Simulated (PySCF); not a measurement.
SMILES c1cc([c]cc1O)C (C7H7O), doublet (GFN2-xTB optimised geometry):

```
15

C     -0.266     0.534     0.000
C     -0.780    -0.198    -1.201
C     -1.235     0.476    -2.335
C     -1.694    -0.209    -3.447
C     -1.715    -1.597    -3.469
O     -2.158    -2.314    -4.538
C     -1.262    -2.296    -2.342
C     -0.824    -1.566    -1.285
H     -0.601     0.047     0.913
H     -0.610     1.566     0.000
H      0.824     0.534     0.000
H     -1.229     1.557    -2.339
H     -2.042     0.344    -4.310
H     -2.438    -1.714    -5.240
H     -1.276    -3.374    -2.352
```

Computed with PySCF with unrestricted B3LYP/def2-TZVP.

Q: What are the frontier orbital energies (α orbitals alone; a β orbital can be the lowest empty one) and the dipole moment?

A: HOMO-2 -7.27 eV, HOMO-1 -6.71 eV, HOMO -6.21 eV, LUMO -0.45 eV, LUMO+1 -0.01 eV; dipole moment 2.00 D.

On the same geometry unrestricted PBE/def2-TZVP in PySCF gives HOMO-2 -6.44 eV, HOMO-1 -5.49 eV, HOMO -5.39 eV, LUMO -1.14 eV, LUMO+1 -0.71 eV; dipole moment 2.00 D.

Meta-Löwdin charges at B3LYP/def2-TZVP: C1 -0.33, C2 -0.01, C3 -0.11, C4 -0.19, C5 0.23, O6 -0.47, C7 -0.17, C8 -0.02, H9 0.12, H10 0.11, H11 0.12, H12 0.12, H13 0.11, H14 0.35, H15 0.14.
